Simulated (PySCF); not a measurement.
# Energy and ionisation energy along a bond of AlBH2N cation

All numbers below are calculated, not measured. The program is PySCF 2.14.0, an open-source quantum chemistry code, run on an isolated molecule that a program drew, which may never have been made. The molecule is AlBH2N cation (charge +1, singlet), drawn as the SMILES string `[BH+][N]=[AlH]`.

The structure below is the HF double-zeta minimum with every atom moved a little at random, so it isn't optimised. Bond Al3-H5 is then set to each length in the table by shifting atom 5 along it, with nothing else relaxed.
```xyz
5
AlBH2N cation, angstrom
B     0.3942   -1.8280   -1.6176
N     1.0719   -1.2216   -2.4992
Al    1.9661   -0.4082   -3.6722
H    -0.2155   -2.4002   -0.8128
H     2.7591    0.3384   -4.7530
```

E is the energy above the same method's energy at the HF double-zeta minimum. IE is the energy to remove one electron at fixed geometry, to the doublet state of charge +2, as a difference of total energies. The basis family is cc-pV(n+d)Z, with UHF for radicals and no spin-orbit coupling. Best is HF at quadruple zeta, plus MP2 correlation extrapolated from triple and quadruple zeta, plus CCSD(T) minus MP2 at triple zeta, with a frozen core. The other columns are at triple zeta.

```
bond (Å)  E MP2 (kcal/mol)  E HF (kcal/mol)  E CCSD(T) (kcal/mol)  E best (kcal/mol)  IE MP2 (eV)  IE HF (eV)  IE CCSD(T) (eV)  IE best (eV)     T1
  1.4624              1.21             1.12                  1.39               1.35       17.257      15.307           17.061        17.193  0.014
  1.5344              0.02             0.01                  0.05               0.02       17.252      15.304           17.055        17.187  0.015
  1.6074                 ?                ?                     ?                  ?            ?           ?                ?             ?      ?
  1.6564              2.31             2.54                  1.99               2.00       17.240      15.295           17.039        17.172  0.015
  1.6804              3.23             3.52                  2.83               2.85       17.237      15.293           17.035        17.168  0.015
```

T1 is the CCSD diagnostic of the starting molecule.

**Estimate the best E and IE at 1.6074 Å from the other rows.**

A cubic in the inverse of the bond length through the other values of E best gives 0.69 kcal/mol there. A least-squares quadratic in the bond length through IE best gives 17.179 eV. The calculation gives 0.69 kcal/mol and 17.179 eV, so the fits miss by 0.00 kcal/mol and 0.000 eV. The same recipe one zeta lower moves these two values by 0.04 kcal/mol and 0.03 eV, a gauge of their own error. The rest of the row: E is 0.86 (MP2), 0.97 (HF), 0.70 (CCSD(T)); IE is 17.246 (MP2), 15.300 (HF), 17.046 (CCSD(T)); T1 is 0.015.
